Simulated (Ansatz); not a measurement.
Ansatz (an electronic-structure program) input file for C₃H₇BN₂, SMILES NB1C=CCN1, ωB97X-V/def2-SVPD. Geometry optimised at ωB97X-D3(BJ)/def2-SVP. The structure was generated by enumeration, and PubChem lists no compound with its InChIKey, so it may never have been made. The values are those of a single conformer.

Ansatz 0.2 input:
```yaml
crystal:
  periodic: [false, false, false]
  atoms:
    - {symbol: N, position_ang: [0.00690739, -2.21435111, -0.00000000]}
    - {symbol: B, position_ang: [0.02625591, -0.79738987, -0.00000000]}
    - {symbol: C, position_ang: [1.27504607, 0.16888021, -0.00000000]}
    - {symbol: C, position_ang: [0.79149961, 1.42269783, 0.00000000]}
    - {symbol: C, position_ang: [-0.71657544, 1.46675975, -0.00000000]}
    - {symbol: N, position_ang: [-1.10743727, 0.07212275, 0.00000000]}
    - {symbol: H, position_ang: [-0.83891822, -2.76743887, 0.00000000]}
    - {symbol: H, position_ang: [0.85426098, -2.76361295, 0.00000000]}
    - {symbol: H, position_ang: [2.34703241, -0.05105628, -0.00000000]}
    - {symbol: H, position_ang: [1.37808447, 2.34844265, 0.00000000]}
    - {symbol: H, position_ang: [-1.08934324, 2.01461694, 0.88828644]}
    - {symbol: H, position_ang: [-1.08934324, 2.01461694, -0.88828644]}
    - {symbol: H, position_ang: [-2.08916499, -0.16304726, 0.00000000]}
basis:
  gaussian:
    orbitals: def2-SVPD
hamiltonian:
  xc: {name: wB97X-V}
```

Log of the run:

```
WARN ansatz: RAYON_NUM_THREADS=2 ignored (pool sized by the plan → 2); use --threads N
Functional definition: wB97X-V
integrals: 0.14 GiB planned
1464 factors; their error is unknown
integrals: 0.17 GiB planned
572 factors; integrals over basis functions are off by at most 6.9e-6 eV
mean field: 1.28 GiB planned
mean field evaluation 1: about -6870.8324 eV, gradient 5.3e1 eV
mean field evaluation 2: about -6873.0347 eV, gradient 4.4e1 eV
mean field evaluation 4: about -6876.9329 eV, gradient 1.9e0 eV
mean field evaluation 8: about -6876.9463 eV, gradient 1.4e-1 eV
mean field evaluation 16: about -6876.8929 eV, gradient 3.2e-4 eV
mean field -6876.89286126 eV, -252.7211513260 hartree, gradient 2.9e-5 eV, S^2 0.000000; 0 other end points of the search recorded, 0 dependent functions left out
reference -6876.89285906 eV, -252.7211512449 hartree; 22, 22 occupied and 154, 154 virtual orbitals, 1464 factors
Total energy: -6876.89285906 eV, -252.7211512449 hartree
```

Self-consistency was reached.
